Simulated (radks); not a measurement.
Results of a calculation; reference values are marked as such.
Question: The lithium ion Li+, [He]. Code: a radial shooting solver on a logarithmic mesh with Libxc functionals. Model: non-relativistic Kohn-Sham, exchange-only LDA, spin-polarised, spherical densities, point nucleus. Every spin shell is full or empty, so the densities are truly spherical. Functionals are evaluated on that one density, not self-consistently. Rank these exchange functionals by their error against the exact value of the orbitals, and give that value: LDA, B88, RPBE, PW86, OPTX, WC, AM05, G96, TPSS, revTPSS, r2SCAN, Tao-Mo, TASK.

Answer: Exact: -1.61473 hartree. From best to worst, with 100 (|E| - |E exact|)/|E exact| (equal figures are ties): OPTX -0.08, G96 +0.16, B88 -0.19, revTPSS +0.31, TPSS +0.36, RPBE +0.36, TASK +0.38, r2SCAN +0.38, PW86 +0.51, Tao-Mo +0.51, WC -3.41, AM05 -10.66, LDA -13.89.
